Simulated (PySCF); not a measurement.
# Bond curve of KSb

Set-up: K def2-SVPD, Sb def2-SVPD with ECP28; scalar-relativistic core potentials (PySCF 2.14). Energies in eV from K + Sb in their ground configurations at the same level. All curves are PBE0. state 1: ³Σ⁻ (triplet), unpaired electrons π ↑↑; state 2: Ms = 0 determinant of mixed spin (⟨S²⟩ near 1.0), unpaired electrons π ↑↓, a mixture of terms (⟨Lz²⟩ = 2.0), a second solution, started from another occupation; state 3: ³Π (triplet), unpaired electrons σ ↑, π ↑, a second solution, started from another occupation; state 4: Ms = 0 determinant of mixed spin (⟨S²⟩ near 1.0), unpaired electrons σ ↓, π ↑, a second solution, started from another occupation.

```
R (Å)  state 1  state 2  state 3  state 4
2.874   -0.774  -0.4659  -0.4647  -0.1610
3.008   -0.992  -0.6836  -0.5747  -0.2736
3.142   -1.109  -0.7983  -0.6094  -0.3121
3.242   -1.148  -0.8357  -0.6011  -0.3072
3.342   -1.158  -0.8426  -0.5717  -0.2818
3.442   -1.145  -0.8266  -0.5271  -0.2415
3.576   -1.103  -0.7794  -0.4511  -0.1718
3.743   -1.025  -0.6926  -0.3393  -0.0681
3.944   -0.912  -0.5645  -0.1925   0.0690
4.211   -0.753  -0.3756   0.0089   0.2578
```

Problem. Put a parabola through the three lowest points of the state 1 curve and estimate Re, k and ωe (reduced mass 29.47 u; 1 eV/Å² = 0.16022 mdyn/Å; ωe = 1302.8·√(k/μ) cm⁻¹).

Solution. Through R = 3.242, 3.342, 3.442 Å the second-order coefficient is 1.15 eV/Å², so Re ≈ 3.335 Å, k ≈ 0.369 mdyn/Å and ωe ≈ 146 cm⁻¹. A polynomial fit of higher order to the unrounded PBE0 energies gives Re = 3.330 Å, k = 0.366 mdyn/Å, ωe = 145 cm⁻¹; anharmonicity and rounding make the difference.

The higher-order fit for each curve: state 1: Re = 3.330 Å, ωe = 145 cm⁻¹, De = 1.16 eV; state 2: Re = 3.318 Å, ωe = 150 cm⁻¹, minimum 0.84 eV below the ground-state fragments; state 3: Re = 3.158 Å, ωe = 157 cm⁻¹, minimum 0.61 eV below the ground-state fragments; state 4: Re = 3.170 Å, ωe = 153 cm⁻¹, minimum 0.313 eV below the ground-state fragments.

Closed-shell solutions of metal pairs were not tested for spin polarisation, which can lower them a little. ⟨S²⟩ of the unrestricted solution departs from its pure value on part of the curve, where spin states mix. Spin–orbit coupling is left out, which matters for elements this heavy, above all for dissociation energies. The state is the lowest determinant that a PBE0 search found; another state may lie lower at other levels.
